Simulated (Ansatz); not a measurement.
Isolated molecules relaxed with PBE0-D4/def2-TZVP in Ansatz; ΔE leaves out vibrations. CBS: MP2 limit from def2 TZ/QZ plus the TZ coupled-cluster correction, frozen cores. This one scheme is used for every species. DFT in def2-TZVPP. For Ga outer-core shells are correlated without core-valence functions, which leaves a few kJ/mol of doubt a bond. Scalar relativity is left out up to krypton. One conformer a species, not always the lowest.

Reaction (formal exchange of groups at a Ga–F bond): `[NH2][Ga]([F])[F]` + `FC1BN1` → `[NH2][Ga]([F])[C]1(F)BN1` + H–F

| level | ΔE (kJ/mol) |
| --- | --- |
| ωB97M-V | 89.0 |
| HF/def2-TZVPP | 123.0 |

Q: What does CCSD(T)/CBS give? (Best estimate.)

A: The calculation gave: +80.3 kJ/mol. The listed levels differ from it by 8.7, 42.7 kJ/mol.

Largest T1 diagnostic among the species: 0.014.

At CCSD(T), def2-SVP lies +26.2 kJ/mol from the extrapolated value and def2-TZVPP +9.5 kJ/mol. From BLYP to BHLYP (50 % exact exchange), in def2-TZVPP and without D4, ΔE moves by +9.7 kJ/mol.
